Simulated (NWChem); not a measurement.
The numbers come from NWChem runs, not from measurements. System: H2O3P, charge 0, spin multiplicity 2, at a geometry optimised with UPBE0/def2-SVP. The structure started from a generated list of species. Its SCF solution wasn't tested for a lower state. Level: UMP2/def2-TZVP, 8 core orbitals frozen.

Job file:

```
start mol
memory heap 200 mb stack 900 mb global 1100 mb
geometry units angstroms nocenter noautoz noautosym
  O      1.454817    -0.095069     0.557960
  P      0.226107     0.003525    -0.274719
  O     -0.931230    -1.131506    -0.013909
  O     -0.677115     1.327001    -0.017259
  H     -0.548058    -2.013683     0.088465
  H     -1.615323     1.157402    -0.182023
end
basis spherical
  * library def2-tzvp
end
scf
  uhf
  nopen 1
  maxiter 100
  thresh 1e-7
  semidirect memsize 60000000 filesize 0
  # guess.movecs holds the orbitals of an unrestricted PBE0 run
  vectors input guess.movecs output mol.movecs
end
mp2
  freeze core 8
end
task mp2 energy
```

Output (cleaned and shortened):

```
             Northwest Computational Chemistry Package (NWChem) 7.3.0
             --------------------------------------------------------

                                NWChem Input Module
                                -------------------

 Scaling coordinates for geometry "geometry" by  1.889725989
 (inverse scale =  0.529177249)

                             Geometry "geometry" -> ""
                             -------------------------

 Output coordinates in angstroms (scale by  1.889725989 to convert to a.u.)

  No.       Tag          Charge          X              Y              Z
 ---- ---------------- ---------- -------------- -------------- --------------
    1 O                    8.0000     1.45481700    -0.09506900     0.55796000
    2 P                   15.0000     0.22610700     0.00352500    -0.27471900
    3 O                    8.0000    -0.93123000    -1.13150600    -0.01390900
    4 O                    8.0000    -0.67711500     1.32700100    -0.01725900
    5 H                    1.0000    -0.54805800    -2.01368300     0.08846500
    6 H                    1.0000    -1.61532300     1.15740200    -0.18202300

 Effective nuclear repulsion energy (a.u.)     181.7727675876

            Nuclear Dipole moment (a.u.)
            ----------------------------
        X                 Y               Z
 ---------------- ---------------- ----------------
     0.0000000000     0.0000037795    -0.0000132281


 Summary of "ao basis" -> "" (spherical)
 ------------------------------------------------------------------------------
       Tag                 Description            Shells   Functions and Types
 ---------------- ------------------------------  ------  ---------------------
 *                         def2-tzvp                  on all atoms

 Summary of "ao basis" -> "ao basis" (spherical)
 ------------------------------------------------------------------------------
       Tag                 Description            Shells   Functions and Types
 ---------------- ------------------------------  ------  ---------------------
 O                         def2-tzvp                11       31   5s3p2d1f
[...]
  AO/Fock/Back tols     =   1.0D-09  1.0D-09  1.0D-09

 GA uses MA = F    GA memory limited = T

 Available:
  local mem=  1.26D+08
 global mem=  1.44D+08
 local disk=  0.00D+00
  mp2_memr nvloc                   121
  nvloc new                   121
   1 passes of  13:        5242880                     119753                  52815913.
   1 passes of  13: M    126148795           G      144138872           F     120905915.

 Semi-direct pass number   1 of   1  for UHF alpha       at       36.3s
  vrange nnbf                  9869
  mp2_eaftype                   201  avail_ma_in_mb                  1099
 EAF : mp2_eaftype filesize         201   26407956.
  mp2_eaf for mointskh                    201
Node 0 wrote    124.2 Mb in      0.0 s     Agg I/O rate:  2751.8 Mb/s
 Done moints_semi at       49.8s
  mp2_eaftype                   201  avail_ma_in_mb                   898
 EAF : mp2_eaftype filesize         201   26407956.
  mp2_eaf for kh                   201
 Done maket at       50.5s
 Done multipass loop at       50.5s

 GA uses MA = F    GA memory limited = T

 Available:
  local mem=  1.26D+08
 global mem=  1.44D+08
 local disk=  0.00D+00
  mp2_memr nvloc                   122
  nvloc new                   122
   1 passes of  12:        5242880                     114305                  49158461.
   1 passes of  12: M    126148795           G      144138872           F     120905915.

 Semi-direct pass number   1 of   1  for UHF beta        at       50.6s
  vrange nnbf                  9869
  mp2_eaftype                   187  avail_ma_in_mb                  1099
 EAF : mp2_eaftype filesize         187   24579231.
  mp2_eaf for mointskh                    187
Node 0 wrote    115.6 Mb in      0.1 s     Agg I/O rate:  2128.1 Mb/s
 Done moints_semi at       63.6s
  mp2_eaftype                   187  avail_ma_in_mb                   912
 EAF : mp2_eaftype filesize         187   24579231.
  mp2_eaf for kh                   187
 Done maket at       64.0s
 Done multipass loop at       64.0s

          -------------------------------------------
          SCF energy                -566.655118203988
          Correlation energy          -0.841844296743
          Singlet pairs                0.000000000000
          Triplet pairs                0.000000000000
          Total MP2 energy          -567.496962500731
          -------------------------------------------

          ---------------------------------------------------
                    Spin Component Scaled (SCS) MP2
          Same spin pairs                     -0.222246814653
          Same spin scaling factor             0.333333333333
          Opposite spin pairs                 -0.619597482090
          Opposite spin scaling fact.          1.200000000000
          SCS-MP2 correlation energy          -0.817599250059
          Total SCS-MP2 energy              -567.472717454047
          ---------------------------------------------------

 -----------------------
 Performance information
 -----------------------

 Timer overhead =  2.52D-07 seconds/call

               Nr. of calls         CPU time (s)                 Wall time (s)                GFlops
             ---------------    -------------------     ------------------------------   -------------------
Name         Min   Avg   Max    Min     Avg     Max     Min     Avg     Max   Mx/calls   Min     Max     Sum
mp2: moin     2     2     2    26.     26.     26.      26.     26.     26.     13.      0.0     0.0     0.0
mp2: make     2     2     2    1.1     1.1     1.1      1.1     1.1     1.1    0.55      0.0     0.0     0.0
mp2: tota     1     1     1    28.     28.     28.      28.     28.     28.     28.      0.0     0.0     0.0

 The average no. of pstat calls per process was 5.00D+00
 with a timing overhead of 1.26D-06s

 Task  times  cpu:       64.0s     wall:       64.0s

 Total times  cpu:       64.0s     wall:       64.0s
```
